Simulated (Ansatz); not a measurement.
`C[SiH]1[NH][AlH]1`. Total charge 0; spin multiplicity 1.

```tsv
atom	x (Å)	y (Å)	z (Å)
C1	0.924	-0.382	1.374
Si2	-0.018	-0.609	-0.229
N3	-0.187	0.803	-1.268
Al4	-1.909	0.491	-0.954
H5	0.816	-1.269	2.004
H6	1.991	-0.248	1.173
H7	0.564	0.484	1.933
H8	0.564	-1.814	-0.898
H9	0.513	1.357	-1.739
H10	-3.259	1.188	-1.394
```

Q: What are the harmonic wavenumbers in cm⁻¹ at PBE0-D4/def2-TZVP (Ansatz, finite differences of forces, unscaled)? (Estimate.)

A: The calculation gave: 142, 162, 219, 396, 420, 481, 578, 628, 663, 711, 731, 772, 883, 921, 957, 1265, 1443, 1446, 1932, 2154, 3040, 3118, 3142, 3599.

Q: Is this a minimum?

A: Yes, all 24 modes are real.

Q: Give the ideal-gas thermochemistry at 298.15 K and 1 bar (rigid rotor, harmonic oscillator; point group C1, symmetry number 1).

A: Zero-point energy 178.3 kJ/mol; H(298) − E = 197.6 kJ/mol; entropy 324.4 J/(mol·K), of which translation 164.6, rotation 108.1, vibration 51.7; G(298) − E = 100.8 kJ/mol.
